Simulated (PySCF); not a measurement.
Working out the ionisation energy of Mo²⁺

Mo²⁺ [Kr] 4d4 (5D) → Mo³⁺ [Kr] 4d3 (4F). Computed with PySCF 2.14 in def2-QZVPPD with the def2 core potential (28 electrons), with scalar relativity through the core potential. Frozen: 4s2 4p6. Energies in hartree (1 hartree = 27.21139 eV):

```csv
part,Mo²⁺ (lower),Mo³⁺ (upper)
UHF,-66.781946,-65.823549
CCSD correlation,-0.042122,-0.019433
(T),-0.000443,-0.000081
```

Problem. What does Hartree-Fock give?

Solution. (-65.823549) − (-66.781946) = 0.958397 hartree = 26.079 eV.

Problem. What do CCSD and CCSD(T) give?

Solution. The CCSD correlation energies differ by 0.022689 hartree = 0.617 eV and the triples by 0.000362 hartree = 0.010 eV, so CCSD gives 26.696 eV and CCSD(T) 26.706 eV.

Reference: 27.13 ± 0.12 eV (semi-empirical (NIST evaluation); NIST Atomic Spectra Database, ionization energies), between the lowest levels; spin-orbit coupling is absent from the calculation.

What remains against the reference includes basis incompleteness, the frozen core and higher excitations.
